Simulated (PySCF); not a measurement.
C₂HF₃O, SMILES O=CC(F)(F)F. Geometry optimised at PBE0-D3(BJ)/def2-SVP.

### Question
Give the equilibrium geometry at PBE0-D3(BJ)/def2-SVP (PySCF confirms it by a frequency run) as bond lengths and angles, and its point group. (An estimate is asked for; the answer gives what the named calculation found.)

### Answer
point group Cs.
Atoms: F1 C2 F3 F4 C5 O6 H7. Bond lengths (Å): F1–C2 1.334, C2–F3 1.318, C2–F4 1.334, C2–C5 1.534, C5–O6 1.192, C5–H7 1.118. Angles (°): F1–C2–F3 109.2, F1–C2–F4 108.0, F1–C2–C5 109.2, F3–C2–F4 109.2, F3–C2–C5 112.0, F4–C2–C5 109.2, C2–C5–O6 122.6, C2–C5–H7 113.2, O6–C5–H7 124.2.
